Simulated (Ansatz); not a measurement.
Question: Name a neutral molecule of B, C, Ge, O and H with HOMO–LUMO gap (PBE/def2-TZVPP) between 3.45 and 3.75 eV and size of the dipole moment (B3LYP/def2-TZVPP) between 3.00 and 3.30 D (Ansatz, PBE0-D4/def2-TZVP geometry).

Answer: `O[BH][GeH2][CH2]O` (3.60 eV, 3.17 D). Other molecules can fit too; these were computed, each in one conformer that needn't be the lowest.

B3LYP here is the variant with VWN-RPA as its local correlation; programs differ in this.
